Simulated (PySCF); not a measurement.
C₆MoO₆, multiplicity 1. Atoms are numbered in the order given.

```xyz
13

Mo     0.0000     0.0000     0.0000
O      0.0000     3.1945     0.0000
C      0.0000     2.0531     0.0000
O      0.0000     0.0000     3.1945
C      0.0000     0.0000     2.0531
O      3.1945     0.0000     0.0000
C      2.0531     0.0000     0.0000
O     -3.1945     0.0000     0.0000
C     -2.0531     0.0000     0.0000
O      0.0000     0.0000    -3.1945
C      0.0000     0.0000    -2.0531
O      0.0000    -3.1945     0.0000
C      0.0000    -2.0531     0.0000
```

Geometry optimised at PBE0-D3(BJ)/def2-SVP. The multiplicity is an assumed one; other spin states were not compared. The isomer is the one that the SMILES or the coordinates give; other isomers of the formula were not compared. The def2 effective core potentials stand for the cores of Mo; spin–orbit coupling is left out.

Computed with HF/def2-SVP in PySCF.

The molecule is in vacuum.

Q: Estimate the frontier levels, gap, dipole moment and polarisability. (Estimate from the structure and the level; the computed values follow.)

A: 
The highest occupied level comes out as -9.11 eV and the lowest empty level is 1.72 eV. The orbital gap comes out as 10.83 eV, the dipole moment comes out as 0.000 e·Å and the quadrupole, principal values (traceless, Buckingham form, about the centre of nuclear charge) is 0.00, 0.00, 0.00 D·Å. The mean static polarisability is 114.0 bohr³ (16.90 Å³) and the polarisability, principal values is 114.0, 114.0, 114.0 bohr³.
